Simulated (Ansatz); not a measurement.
The same redistribution along the group Al, Ga, In.

Isolated molecules relaxed with PBE0-D4/def2-TZVP in Ansatz; ΔE leaves out vibrations. CBS: MP2 limit from def2 TZ/QZ plus the TZ coupled-cluster correction, frozen cores. This one scheme is used for every species. DFT in def2-TZVPP. def2 core potentials past Kr. For Br, Ga, Ge, In outer-core shells are correlated without core-valence functions, which leaves a few kJ/mol of doubt a bond. Scalar relativity is left out up to krypton. One conformer a species, not always the lowest.

```
                                                                                       reaction  PBE-D4 (kJ/mol)  CCSD(T)/CBS(def2) (kJ/mol)
`[OH][Al]([OH])[Cl]` + `[F][Ge]([F])([F])[Br]` → `[OH][Al]([Cl])[Br]` + `[OH][Ge]([F])([F])[F]`               13                           5
`[OH][Ga]([OH])[Cl]` + `[F][Ge]([F])([F])[Br]` → `[OH][Ga]([Cl])[Br]` + `[OH][Ge]([F])([F])[F]`              -30                         -37
`[OH][In]([OH])[Cl]` + `[F][Ge]([F])([F])[Br]` → `[OH][In]([Cl])[Br]` + `[OH][Ge]([F])([F])[F]`              -64                         -76
```

Largest T1 diagnostic: 0.016, for `[OH][In]([OH])[Cl]`.
